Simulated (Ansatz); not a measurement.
Harmonic frequencies (cm⁻¹) at PBE0-D4/def2-TZVP from Ansatz: 136, 196, 228, 272, 303, 692, 706, 723, 742, 766, 914, 936, 2244, 3886, 3889.

Each molecule was computed in one conformer, which needn't be the lowest.

Q: Which molecule is it?
A. `[OH][GeH]([OH])[F]`
B. `C#[C][GeH3]`
C. `[OH][Ge]([OH])([Cl])[Cl]`
D. `[CH3][GeH2][Cl]`

A: A.
